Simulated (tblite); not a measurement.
C5H4ClFSe (charge +1 and doublet state).
Numbering: `[F:1][CH2:2][C+:3]1[CH:4][CH:5]=[C:6]([Cl:7])[Se:8]1` (hydrogens: H9, H10 on C2; H11 on C4; H12 on C5)
Bond orders are those of one Lewis drawing.

Computed with GFN2-xTB (tblite), gas phase: L-BFGS steps from a force-field or distance-geometry start until the largest atomic force falls under 0.01 eV/Å.

Step 21: E = -671.8009 eV
```
atom  x, y, z in Å  |  force x, y, z in eV/Å
F1      2.6902    0.9283   -0.3352   -0.063   0.035   0.069
C2      2.0248   -0.1470    0.1817    0.037   0.022   0.026
C3      0.5826    0.0322   -0.1021   -0.070  -0.012   0.141
C4     -0.4540   -0.8729    0.1937    0.109  -0.032   0.132
C5     -1.7360   -0.3784    0.0155    0.013  -0.144   0.016
C6     -1.7794    0.9416   -0.4153    0.017   0.025  -0.138
Cl7    -3.1291    1.8774   -0.6297   -0.052  -0.035  -0.041
Se8    -0.0198    1.6415   -0.7343    0.219   0.144   0.024
H9      2.1987   -0.1603    1.2757    0.027   0.024  -0.154
H10     2.4852   -1.0512   -0.2399   -0.142  -0.038  -0.072
H11    -0.2311   -1.8602    0.5715   -0.119   0.030  -0.072
H12    -2.6309   -0.9518    0.1924    0.025  -0.018   0.068
```

Step 22: E = -671.8065 eV
```
atom  x, y, z in Å  |  force x, y, z in eV/Å
F1      2.6838    0.9284   -0.3371   -0.022   0.087   0.032
C2      2.0228   -0.1476    0.1809    0.063   0.021  -0.007
C3      0.5804    0.0343   -0.0910   -0.017   0.043   0.119
C4     -0.4516   -0.8727    0.2024   -0.016   0.074   0.094
C5     -1.7335   -0.3817    0.0096   -0.029  -0.048   0.002
C6     -1.7813    0.9403   -0.4174    0.050   0.031  -0.143
Cl7    -3.1321    1.8785   -0.6335    0.020  -0.098  -0.031
Se8    -0.0142    1.6470   -0.7250    0.127   0.060   0.053
H9      2.2155   -0.1678    1.2676    0.007   0.023  -0.035
H10     2.4756   -1.0490   -0.2498   -0.113  -0.092  -0.109
H11    -0.2358   -1.8531    0.5934   -0.072  -0.066  -0.062
H12    -2.6284   -0.9574    0.1739    0.004  -0.036   0.087
```

Step 23: E = -671.8104 eV
```
atom  x, y, z in Å  |  force x, y, z in eV/Å
F1      2.6789    0.9304   -0.3378    0.007   0.100   0.005
C2      2.0226   -0.1478    0.1800    0.051   0.006  -0.031
C3      0.5790    0.0364   -0.0808    0.030   0.080   0.093
C4     -0.4502   -0.8717    0.2102   -0.098   0.121   0.057
C5     -1.7321   -0.3842    0.0053   -0.038   0.050  -0.012
C6     -1.7814    0.9396   -0.4214    0.066   0.004  -0.119
Cl7    -3.1341    1.8776   -0.6368    0.065  -0.130  -0.032
Se8    -0.0083    1.6520   -0.7176    0.042  -0.014   0.075
H9      2.2275   -0.1726    1.2615    0.008   0.015   0.046
H10     2.4665   -1.0493   -0.2588   -0.091  -0.089  -0.120
H11    -0.2406   -1.8492    0.6075   -0.038  -0.107  -0.053
H12    -2.6267   -0.9620    0.1627   -0.004  -0.037   0.090
```

**Question.** Estimate the geometry and energy of step 24. (The exact step hangs on the optimiser's Hessian estimate; all steps are aligned on step 23, rigid shifts and turns removed.)

**Answer.** E = -671.8157 eV, largest force 0.210 eV/Å
```
atom  x, y, z in Å  |  force x, y, z in eV/Å
F1      2.6732    0.9351   -0.3379    0.033   0.078  -0.023
C2      2.0243   -0.1476    0.1795    0.015  -0.016  -0.036
C3      0.5781    0.0406   -0.0649    0.074   0.098   0.055
C4     -0.4498   -0.8684    0.2213   -0.154   0.143   0.008
C5     -1.7311   -0.3857    0.0004   -0.032   0.140  -0.019
C6     -1.7808    0.9390   -0.4291    0.076  -0.033  -0.070
Cl7    -3.1369    1.8734   -0.6420    0.102  -0.140  -0.044
Se8    -0.0003    1.6572   -0.7093   -0.056  -0.078   0.096
H9      2.2450   -0.1788    1.2555    0.011   0.000   0.100
H10     2.4526   -1.0513   -0.2719   -0.061  -0.040  -0.115
H11    -0.2493   -1.8463    0.6196    0.004  -0.130  -0.033
H12    -2.6238   -0.9679    0.1528   -0.012  -0.021   0.081
```

The energy changes by -0.0053 eV. The first-order estimate −F·Δx gives -0.0071 eV and the mean of the old and new forces, exact on a quadratic surface, -0.0053 eV. The step makes an angle of 66° with the force vector and moves no atom by more than 0.019 Å.

The cost below is that of the whole relaxation. On an Arm Neoverse V2 with one thread, shared host with 96 logical CPUs at a one-minute load of 22, this took 0.36 s.
